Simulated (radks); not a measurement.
Ionisation of neutral carbon, [He] 2s2 2p2, to [He] 2s2 2p1 as the strength of local exchange is varied. Method: Dirac Kohn-Sham, Slater X-alpha exchange (alpha = 2/3 is LDA exchange), no correlation, spin-unpolarised, spherical densities, finite nucleus; open shells fill j = l - 1/2 first; Fermi nuclear charge, rms radius 2.4702 fm; computed with a radial shooting solver on a logarithmic mesh with Libxc functionals.

| alpha | E(C) (hartree) | exchange (hartree) | IE (eV) | -e of the level emptied (eV) | <r> of it (bohr) |
|---|---|---|---|---|---|
| 0.612 | -36.71579 | -3.95263 | 9.153 | 3.830 (2p1/2) | 1.887 |
| 0.637 | -36.87754 | -4.12835 | 9.420 | 4.041 (2p1/2) | 1.865 |
| 0.663 | -37.04634 | -4.31226 | 9.702 | 4.265 (2p1/2) | 1.843 |
| 0.667 | -37.07237 | -4.34066 | 9.746 | 4.300 (2p1/2) | 1.840 |
| 0.7 | -37.28761 | -4.57602 | 10.110 | 4.593 (2p1/2) | 1.814 |
| 0.946 | -38.92258 | -6.39006 | 13.024 | 7.015 (2p1/2) | 1.647 |
| 0.986 | -39.19347 | -6.69492 | 13.530 | 7.447 (2p1/2) | 1.624 |

NIST Atomic Spectra Database: 11.260 eV (measured). The Delta-SCF value meets it near alpha = 0.80. Spin polarisation and multiplet splitting are left out, so open shells lie too high by an amount that depends on their filling.

Beside tabulated values, note that spin-unpolarised runs miss the spin-polarisation part of the exchange energy of open shells.
